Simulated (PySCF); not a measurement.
HgBr₂, SMILES [Br][Hg][Br].

Geometry optimised at B3LYP-D3(BJ)/def2-SVP. The isomer is the one that the SMILES or the coordinates give; other isomers of the formula were not compared. The def2 effective core potentials stand for the cores of Hg; spin–orbit coupling is left out.

Method: B3LYP-D3(BJ)/def2-SVP (PySCF 2.14.0).

Frequencies are harmonic and unscaled.

Modes within 1.5 cm⁻¹ of each other (mostly degenerate sets) share a row, with their intensities summed.

```json
[
 {"mode": "1–2", "ν (cm⁻¹)": "65", "IR (km/mol)": "3.5", "moving atoms (share of kinetic energy)": "Br 56 %, Hg 44 %"},
 {"mode": "3", "ν (cm⁻¹)": "204", "IR (km/mol)": "0.0", "moving atoms (share of kinetic energy)": "Br 100 %"},
 {"mode": "4", "ν (cm⁻¹)": "275", "IR (km/mol)": "26.8", "moving atoms (share of kinetic energy)": "Br 56 %, Hg 44 %"}
]
```
